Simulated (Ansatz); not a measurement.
`[SiH3][SiH2]OBCl` + `[CH3][AlH][SH]` → `[CH3][AlH][S][SiH3]` + `[SiH3]OBCl`  (cleavage of the Si–Si bond)

Program: Ansatz. Geometries: PBE0-D4/def2-TZVP. ΔE: electronic, gas phase. CCSD(T)/CBS is the MP2 limit (def2-TZVPP, def2-QZVPP) plus CCSD(T) − MP2 in def2-TZVPP, frozen cores. This one scheme is used for every species. Functionals use def2-TZVPP. One conformer a species, not always the lowest.

CCSD(T)/CBS gives -0.72 eV.

Another level gave -0.68 eV. Which?
A. PBE0-D4/def2-TZVPP
B. ωB97M-V/def2-TZVPP
C. PBE/def2-TZVPP
D. CCSD/def2-TZVPP

D. CCSD/def2-TZVPP -0.68, ωB97M-V -0.73, PBE0-D4 -0.62, PBE -0.53 eV.

Largest T1 diagnostic among the species: 0.013.

From PBE to PBE0 (25 % exact exchange), in def2-TZVPP and without D4, ΔE moves by −0.06 eV. The D4 term adds −0.06 eV with B3LYP and −0.03 eV with PBE0; it sums over pairs of atoms, weighted by their polarisabilities, and B3LYP, whose exchange is more repulsive, gets the larger term.

B3LYP here is the variant with VWN-RPA as its local correlation; programs differ in this.
